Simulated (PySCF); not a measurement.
C3H9O3Si, SMILES CO[Si](OC)OC, multiplicity 2.

Geometry optimised at PBE0-D3(BJ)/def2-SVP. The isomer is the one that the SMILES or the coordinates give; other isomers of the formula were not compared. Other conformers were not sampled.

These are PBE/def2-TZVP (PySCF) values and carry that method's errors.

```yaml
total_energy: -634.55064 hartree
point_group: C3
"α spin, highest occupied and lowest empty level": -4.46 and 0.36 eV
"β spin, highest occupied and lowest empty level": -6.61 and -2.82 eV
dipole_moment: 0.16 D
quadrupole, principal values (traceless, Buckingham form, about the centre of nuclear charge): -5.32, 2.66, 2.66 D·Å
"⟨S²⟩": 0.752 (pure state 0.75)
```
